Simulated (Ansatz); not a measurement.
`F[SiH](Cl)[GeH3]` + `N[SiH](O)F` → `O[SiH](F)[NH][GeH3]` + `F[SiH2]Cl`  (cleavage of the Ge–Si bond)

Gas-phase electronic energies from Ansatz, PBE0-D4/def2-TZVP geometries. CCSD(T)/CBS is the MP2 limit (def2-TZVPP, def2-QZVPP) plus CCSD(T) − MP2 in def2-TZVPP, frozen cores. This one scheme is used for every species. DFT in def2-TZVPP. B3LYP here is the variant with VWN-RPA as its local correlation; programs differ in this. HSE06 is defined as in plane-wave codes. For Ge outer-core shells are correlated without core-valence functions, which leaves a few kJ/mol of doubt a bond. Scalar relativity is left out up to krypton. One conformer a species, not always the lowest.

```tsv
level	ΔE (kJ/mol)	difference from CCSD(T)/CBS
revPBE-D4	15.5	14.4
BLYP-D4	8.8	7.7
r2SCAN-D4	9.6	8.5
B3LYP-D4	5.7	4.6
HSE06-D4	13.7	12.6
ωB97X-V	1.5	0.4
B2PLYP	0.2	-0.9
PBE-QIDH	2.4	1.3
PBE	20.4	19.3
BLYP	11.5	10.4
r2SCAN	10.0	8.9
PBE0	14.7	13.6
LC-ωPBE	7.4	6.3
RPA@PBE/def2-TZVPP	-9.1	-10.2
CCSD(T)/def2-SVP	-13.5	-14.6
HF/CBS(def2)	-15.8	-16.9
CCSD(T)/CBS	1.1	0
```

Largest T1 diagnostic among the species: 0.012.

At CCSD(T), def2-SVP lies −14.6 kJ/mol from the extrapolated value and def2-TZVPP −5.4 kJ/mol. From PBE to PBE0 (25 % exact exchange), in def2-TZVPP and without D4, ΔE moves by −5.7 kJ/mol.
